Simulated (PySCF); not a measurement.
## Pd²⁺: excitation energy

Pd²⁺ [Kr] 4d8 (3F) → Pd²⁺ [Kr] 4d7 5s1 (5F), as a difference of total energies. Computed with PySCF 2.14 in aug-cc-pVTZ-PP with ECP28MDF (6s6p5d3f2g, 88 functions), with a scalar-relativistic core potential. Correlated levels: valence: 4s2 4p6 frozen. The calculations carry no spin-orbit coupling.

```csv
method,excitation energy (eV)
UHF,5.942
LDA,6.031
PBE,6.102
PBE0,6.275
r2SCAN,6.143
r2SCANh,6.196
BLYP,6.049
MN15,6.913
PBEsol,6.063
MP2 (valence),6.641
SCS-MP2 (valence),6.986
```

Task: How much does correlation contribute at MP2 (valence)?

Result: 6.641 − (5.942) = 0.699 eV, measured against UHF.
